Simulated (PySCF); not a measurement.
19F chemical shifts

PySCF calculation with PBE0/pcSseg-1 with gauge-including orbitals and coordinates at the GFN2-xTB level; a single conformation, no relativistic terms, equivalent nuclei averaged, in vacuum.

Shieldings were converted by a linear fit to measured shifts: 19F: δ = 146.13 − 0.903σ +14.6 on sp3 carbon (rms 6.0 ppm, 223 shifts, 7.0 ppm with the 5 outliers that the fit left out vs CFCl3, solution or neat liquid). A few per cent of atoms miss by over 2 rms, more outside the fitted compound classes.

(1) Give the 19F shifts of `FC(F)(F)O[C@@]12C=C[C@@H](CC1)C2`, `[H]/N=C\C(F)(F)[Si@@H]1C[SiH2][SiH2]1`, `C[C@@H]1[C@H]([SiH3])[P@@]1(=O)C(F)(F)F`.

(2) Order these by 19F shift, lowest first.
A. C=CCn1ncpc1F
B. C#C[SiH2]N[SiH2]C(F)(F)F
C. FCc1cccc2c1C=C[SiH2]2

Answers

(1) 
```csv
compound,environment,δ (ppm)
FC(F)(F)O[C@@]12C=C[C@@H](CC1)C2,fluorine of an OCF3 group (×3),-55.0
[H]/[N:1]=[CH:2]\[C:3]([F:4])([F:5])[Si@@H:6]1[CH2:7][SiH2:8][SiH2:9]1,F5: fluorine of a CF2 group,-122.3
[H]/[N:1]=[CH:2]\[C:3]([F:4])([F:5])[Si@@H:6]1[CH2:7][SiH2:8][SiH2:9]1,F4: fluorine of a CF2 group,-124.6
C[C@@H]1[C@H]([SiH3])[P@@]1(=O)C(F)(F)F,fluorine of a CF3 group (×3),-67.0
```

(2) C (-237.8 ppm, fluorine on an sp3 carbon), A (-114.0 ppm, aryl fluorine), B (-63.0 ppm, fluorine of a CF3 group).
